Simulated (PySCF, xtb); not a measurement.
FH₄N₂OTa, SMILES [NH2][Ta]([NH2])(=[O])[F], multiplicity 1. The values are those of a single conformer.

Harmonic wavenumbers (cm⁻¹) from GFN2-xTB in xtb at its own minimum, in rising order: 122, 124, 139, 170, 176, 226, 291, 362, 462, 485, 498, 514, 565, 582, 780, 1520, 1521, 3378, 3379, 3418, 3419.

**Question.** What does PBE0-D3(BJ)/def2-SVP (PySCF 2.14.0) give at its own minimum? (Estimate from the structure and the level; the computed values follow.)

**Answer.** 168, 174, 184, 205, 205, 298, 400, 494, 528, 571, 595, 670, 682, 695, 1017, 1515, 1518, 3580, 3583, 3678, 3678. Paired by order, the mean absolute difference is 111 cm⁻¹ and the zero-point energies are 31.6 and 34.9 kcal/mol.
